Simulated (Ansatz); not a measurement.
PBE exchange is replaced step by step with exact exchange (0 % is PBE, 25 % PBE0; no dispersion term), basis def2-SVP, Ansatz. System: `FC(F)(F)C(F)(F)C(F)(F)C(F)(F)C(F)(F)C(F)(F)C(F)(F)C(F)(F)C(F)(F)C(F)(F)CC[S][Au]`. The state is a singlet with charge 0. Geometry: PBE-D4/def2-SVP.

Geometry of the singlet:

| atom | x (Å) | y (Å) | z (Å) |
| --- | --- | --- | --- |
| F1 | -0.974 | 5.437 | 3.148 |
| C2 | -0.358 | 4.738 | 4.113 |
| F3 | 0.964 | 4.729 | 3.884 |
| F4 | -0.590 | 5.341 | 5.289 |
| C5 | -0.921 | 3.282 | 4.180 |
| F6 | -2.271 | 3.354 | 4.127 |
| F7 | -0.550 | 2.760 | 5.375 |
| C8 | -0.434 | 2.244 | 3.104 |
| F9 | 0.893 | 2.040 | 3.271 |
| F10 | -1.100 | 1.097 | 3.391 |
| C11 | -0.702 | 2.607 | 1.614 |
| F12 | -2.023 | 2.821 | 1.438 |
| F13 | -0.027 | 3.755 | 1.336 |
| C14 | -0.204 | 1.576 | 0.529 |
| F15 | -0.584 | 2.105 | -0.661 |
| F16 | 1.147 | 1.533 | 0.581 |
| C17 | -0.755 | 0.111 | 0.620 |
| F18 | -2.064 | 0.142 | 0.954 |
| F19 | -0.055 | -0.544 | 1.577 |
| C20 | -0.611 | -0.664 | -0.741 |
| F21 | 0.602 | -0.354 | -1.279 |
| F22 | -1.593 | -0.254 | -1.567 |
| C23 | -0.683 | -2.218 | -0.565 |
| F24 | 0.484 | -2.638 | -0.008 |
| F25 | -1.698 | -2.501 | 0.289 |
| C26 | -0.937 | -3.069 | -1.862 |
| F27 | -0.853 | -4.369 | -1.461 |
| F28 | -2.201 | -2.827 | -2.277 |
| C29 | 0.034 | -2.875 | -3.073 |
| F30 | -0.190 | -1.619 | -3.557 |
| F31 | -0.397 | -3.760 | -4.027 |
| C32 | 1.502 | -3.130 | -2.762 |
| C33 | 2.428 | -3.182 | -3.977 |
| S34 | 2.652 | -1.642 | -4.949 |
| Au35 | 3.226 | -0.097 | -3.376 |
| H36 | 1.856 | -2.360 | -2.050 |
| H37 | 1.547 | -4.107 | -2.237 |
| H38 | 2.026 | -3.890 | -4.734 |
| H39 | 3.415 | -3.570 | -3.658 |

In the def2 sets Au takes a core potential; there is no spin–orbit coupling. Single mean-field runs in def2-SVP are fitted with def2-universal-jkfit.

| exact exchange (%) | HOMO (eV) | LUMO (eV) | gap (eV) |
| --- | --- | --- | --- |
| 0 | -5.30 | -3.86 | 1.44 |
| 10 | -5.77 | -3.54 | 2.22 |
| 15 | -6.00 | -3.39 | 2.61 |
| 25 | -6.46 | -3.07 | 3.40 |
| 35 | -6.93 | -2.75 | 4.18 |
| 50 | -7.62 | -2.27 | 5.35 |

Q: Fit a straight line to the column «gap (eV)» against the share of exact exchange and predict its value at 5 %.

A: With x = exact exchange (%) and y = gap (eV): mean x = 22.5, mean y = 3.2; Σ(x − x̄)(y − ȳ) = 128.1, Σ(x − x̄)² = 1638; slope b = 0.07821, intercept a = ȳ − b·x̄ = 1.44. The residuals of the fitted rows reach 0.00. At x = 5 the line gives 1.44 + (0.07821 × 5) = 1.83; the run gave 1.83, the same within rounding.
